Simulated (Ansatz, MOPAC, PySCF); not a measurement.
Pair of molecules: HF (SMILES F) (first 2 atoms) with CH2O2 (SMILES O=CO); geometry from B3LYP-D3(BJ)/def2-TZVP, rigid monomers moved along the line of their centres of mass till H2···O3 is 1.88 Å.
(charge 0, multiplicity 1):
```csv
atom,x (Å),y (Å),z (Å)
F,0.3902,0.0014,0.4621
H,-0.1553,-0.4725,1.0950
O,-0.7234,-0.7778,2.8612
C,-0.1421,-0.0282,3.6187
O,0.7585,0.8731,3.2707
H,-0.3128,-0.0259,4.6995
H,0.8862,0.8433,2.2959
```

Monomers are frozen at their geometry in the pair; levels with a basis set take the counterpoise correction. Rows marked so take none.

Cores are frozen in the correlated methods. CBS: X⁻³ extrapolation of the correlation energy, Hartree–Fock from the larger set. Rows in 3-21G, 6-31G* carry no dispersion term and start afresh at each structure (6-31G* with six Cartesian d functions). MP2/6-31G* freezes PySCF's default core. The state reached by PM7 isn't checked; PM7 holds dispersion and hydrogen-bond terms.

Run with Ansatz (Gaussian basis) for Hartree–Fock, density functionals and correlated methods; MOPAC for PM7 (differences of heats of formation); PySCF for 3-21G rows, 6-31G* rows, the dispersion terms. 

Other levels give for the interaction energy: PBE/def2-TZVPPD -11.45; B3LYP/def2-TZVPPD -10.78; B3LYP-D3(BJ)/def2-TZVPPD -11.88; wB97M-V/def2-TZVPPD -11.73; MP2/CBS(aug-cc-pVDZ, aug-cc-pVTZ) + ΔCCSD(T)/aug-cc-pVDZ -11.06 kcal/mol.

**Question.** What do these common cheap choices give for the same quantity: PM7, HF/3-21G (no counterpoise), HF/6-31G*, HF/6-31G* (no counterpoise), B3LYP/3-21G (no counterpoise), B3LYP/6-31G*, M06-2X/6-31G* (no counterpoise), MP2/6-31G* (no counterpoise)?

**Answer.** PM7 -1.85; HF/3-21G (no counterpoise) -18.59; HF/6-31G* -9.90; HF/6-31G* (no counterpoise) -13.05; B3LYP/3-21G (no counterpoise) -23.71; B3LYP/6-31G* -11.30; M06-2X/6-31G* (no counterpoise) -16.36; MP2/6-31G* (no counterpoise) -15.09 kcal/mol. They span -23.71 to -1.85 kcal/mol.

Ansatz is an electronic-structure program.
